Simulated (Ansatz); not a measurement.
`[F][In-]([F])([F])[SeH2+]` → 3 F• + 2 H• + In• + Se•  (atomization)

Calculated with Ansatz (gas phase, PBE0-D4/def2-TZVP geometries, no zero-point term in ΔE). CCSD(T)/CBS adds triple-zeta CCSD(T) − MP2 to the extrapolated MP2 energy (def2 sets, frozen cores). This one scheme is used for every species, atoms too. Functionals use def2-TZVPP. B3LYP here is the variant with VWN-RPA as its local correlation; programs differ in this. Open shells (•) are unrestricted, without spin–orbit coupling. Spin–orbit coupling would lower the free atoms: a little for F; clearly for Se; strongly for In. Elements past krypton have def2 core potentials. Bonds to In, Se are less sure, by a few kJ/mol each and by 10 to 20 or more in all where they break to atoms, as the def2 sets lack core-valence functions. Scalar relativity is left out up to krypton. Each species was taken in one conformer, which may not be the lowest.

(1) What is ΔE at CCSD(T)/CBS? (Estimate.)

(2) What do these levels give: B3LYP-D4, B2PLYP, LC-ωPBE, HF/def2-SVP, CCSD(T)/def2-SVP, MP2/CBS(def2)? (Estimate.)

Largest T1 diagnostic among the species: 0.015.

## Answers

(1) Computed: +2030.1 kJ/mol.

(2) The calculation gave: B3LYP-D4 1951.0, B2PLYP 1948.4, LC-ωPBE 1989.9, HF/def2-SVP 1272.2, CCSD(T)/def2-SVP 1834.0, MP2/CBS(def2) 2101.1 kJ/mol.

At CCSD(T), def2-SVP lies −196.1 kJ/mol from the extrapolated value and def2-TZVPP −91.8 kJ/mol: correlation converges slowly with the basis, and small sets miss more of it in the bonded molecule than in its fragments. The D4 term adds +23.7 kJ/mol with B3LYP and +12.5 kJ/mol with PBE0; it sums over pairs of atoms, weighted by their polarisabilities, and B3LYP, whose exchange is more repulsive, gets the larger term. Leaving LDA and LC-ωPBE aside and taking each functional with its dispersion term where it has one, the values, not all of them listed here, spread over 182.3 kJ/mol, from BHLYP-D4 to PBE-D4. LDA lies +345.3 kJ/mol from PBE without D4, its usual overbinding.

For atomizations the MP2-based limit and the directly extrapolated one differ by several kJ/mol either way, and by 10 to 25 for some Ge, Se and Sn compounds, so smaller differences from it don't rank the levels.
